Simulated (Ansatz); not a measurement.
Species: H3B, SMILES `B` (charge 0, multiplicity 1).

Question: Give a relaxed geometry from B3LYP-D3(BJ)/def2-TZVP (Ansatz, a quantum-chemistry and plane-wave program).

Answer: the end point of this relaxation (outside a Z-matrix the atoms follow the SMILES, hydrogens last).
Z-matrix (Å, degrees):
```
B
H 1 1.1894
H 1 1.1894 2 120.00
H 1 1.1894 2 120.00 3 -180.00
```
